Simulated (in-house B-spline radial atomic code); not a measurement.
Radial electron density of the iron ion Fe²⁺, [Ne] 3s2 3p5 3d6 4f1. Method: non-relativistic BLYP, spin-polarised, spherical fractional occupations, point nucleus. Calculated with a radial B-spline atomic code at the basis-set limit.

Columns: r (bohr), 4πr²n(r) (electrons per bohr), bar.

```
 0.00227   0.6859 #
 0.00282    1.029 #
  0.0035    1.529 ##
 0.00434    2.251 ###
 0.00539    3.288 ####
 0.00669    4.734 ######
 0.00831    6.714 #########
  0.0103    9.303 ############
  0.0128    12.62 ################
  0.0159    16.59 #####################
  0.0197    20.94 ###########################
  0.0245    25.33 #################################
  0.0304    28.91 #####################################
  0.0378    30.92 ########################################
  0.0469    30.74 ########################################
  0.0582    28.55 #####################################
  0.0723    25.62 #################################
  0.0897     24.1 ###############################
   0.111    25.63 #################################
   0.138    29.98 #######################################
   0.172    34.05 ############################################
   0.213    33.66 ###########################################
   0.265    27.48 ####################################
   0.329       19 #########################
   0.408    13.73 ##################
   0.506    13.75 ##################
   0.629    15.88 #####################
   0.781     15.5 ####################
   0.969    11.68 ###############
     1.2     6.84 #########
    1.49    3.139 ####
    1.85    1.167 ##
     2.3   0.3719 
    2.86    0.146 
    3.55   0.1421 
    4.41   0.2013 
    5.47   0.2162 
    6.79   0.1517 
    8.43  0.06468 
    10.5  0.01488 
      13 0.001779 
    16.1 9.411e-05 
      20 1.678e-06
```

On this grid the curve has 4 maxima, near 0.0378, 0.172, 0.629, 5.47 bohr.

The 3p up radial function P(r) = rR(r), positive near the nucleus:

```
r (bohr)         P
 0.00282  0.001528
 0.00434  0.003547
 0.00669  0.008176
  0.0103   0.01849
  0.0159   0.04099
  0.0245   0.08708
  0.0378    0.1746
  0.0582    0.3184
  0.0897    0.5024
   0.138    0.6196
   0.213     0.449
   0.329   -0.1687
   0.506   -0.9281
   0.781    -1.159
     1.2   -0.7143
    1.85   -0.2106
    2.86  -0.02272
```
